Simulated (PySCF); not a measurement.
Sn(OH)3(OSiMe3), C3H12O4SiSn, SMILES C[Si](C)(C)[O][Sn]([OH])([OH])[OH], GFN2-xTB optimised geometry.

```
21

C      1.14     1.11     1.28
Si    -0.05     0.81    -0.17
C     -1.56     1.97    -0.13
C      0.88     0.91    -1.83
O     -0.73    -0.68     0.00
Sn    -0.04    -2.43     0.00
O     -0.72    -3.30     1.53
O     -0.57    -3.40    -1.53
O      1.85    -2.43     0.00
H      0.61     1.14     2.23
H      1.67     2.05     1.17
H      1.87     0.32     1.33
H     -2.23     1.77    -0.96
H     -2.12     1.85     0.79
H     -1.23     3.00    -0.20
H      1.27     1.90    -2.01
H      0.23     0.65    -2.66
H      1.71     0.21    -1.83
H     -0.72    -2.77     2.33
H     -1.51    -3.49    -1.64
H      2.23    -3.00    -0.67
```

Density from PBE0/def2-SVP, def2 effective core potentials past Kr (PySCF) at that geometry. The core electrons that the potentials of Sn replace are not part of the density.

Minimum of the electron density along straight lines between bonded atoms, close to the bond critical point (lines longer than 1.1 times the sum of covalent radii, or with two minima, are not listed):

```tsv
bond	length / Å	ρ at the minimum / e bohr⁻³	∇²ρ there / e bohr⁻⁵	position (fraction from the first atom)
C1–Si2	1.901	0.112	0.32	0.62
Si2–C3	1.897	0.113	0.32	0.38
Si2–C4	1.900	0.112	0.32	0.38
Si2–O5	1.647	0.121	0.99	0.41
O5–Sn6	1.885	0.128	0.82	0.48
Sn6–O7	1.886	0.130	0.82	0.51
Sn6–O8	1.886	0.131	0.82	0.51
Sn6–O9	1.887	0.131	0.82	0.51
C1–H10	1.086	0.271	-0.96	0.62
C1–H11	1.084	0.272	-0.97	0.62
C1–H12	1.087	0.271	-0.96	0.62
C3–H13	1.084	0.272	-0.97	0.62
C3–H14	1.084	0.272	-0.97	0.62
C3–H15	1.084	0.272	-0.97	0.62
C4–H16	1.085	0.271	-0.96	0.62
C4–H17	1.086	0.271	-0.96	0.62
C4–H18	1.087	0.271	-0.96	0.62
O7–H19	0.959	0.352	-2.33	0.82
O8–H20	0.959	0.352	-2.33	0.82
O9–H21	0.960	0.351	-2.35	0.82
```
